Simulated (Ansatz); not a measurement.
**Ligand exchange: CH6O2Sn + CH8O4Si2 → CH6O3Sn + CH8O3Si2**

Gas-phase species: CH6O2Sn `C[O][SnH2][OH]`, singlet; CH8O4Si2 `CO[SiH](O)[SiH](O)O`, singlet; CH6O3Sn `C[O][SnH]([OH])[OH]`, singlet; CH8O3Si2 `CO[SiH](O)[SiH2]O`, singlet. The partners trade H for OH: Sn–H and Si–OH bonds give way to Sn–OH and Si–H.

Shapes, held fixed at every level: PBE0-D4/def2-TZVP. Flexible molecules stand in one conformer, not always the lowest. Programs: Ansatz 0.2.0. Electronic energies: no zero-point or thermal term.

| level | kind | ΔE (kJ/mol) | less CCSD(T)/def2-TZVPP |
| --- | --- | --- | --- |
| HF/def2-TZVPP | Hartree–Fock | +77.2 | +10.4 |
| PBE-D4/def2-TZVPP | GGA | +62.6 | -4.2 |
| B3LYP-D4/def2-TZVPP | global hybrid | +68.9 | +2.1 |
| wB97M-V/def2-TZVPP | range-separated hybrid | +70.6 | +3.8 |
| wB97X-V/def2-TZVPP | range-separated hybrid | +66.8 | 0.0 |
| B2PLYP/def2-TZVPP | double hybrid | +67.0 | +0.2 |
| CCSD(T)/def2-TZVPP | coupled cluster or CI | +66.8 | 0.0 |

The highest level, CCSD(T)/def2-TZVPP, gives ΔE = +66.8 kJ/mol; the levels span +62.6 to +77.2. The column of differences is taken from that level and isn't an error. No measured value is set beside it here. For atoms past krypton def2 sets carry core potentials with scalar relativity. Outer-core shells of Sn are correlated, in sets that cover them unevenly.
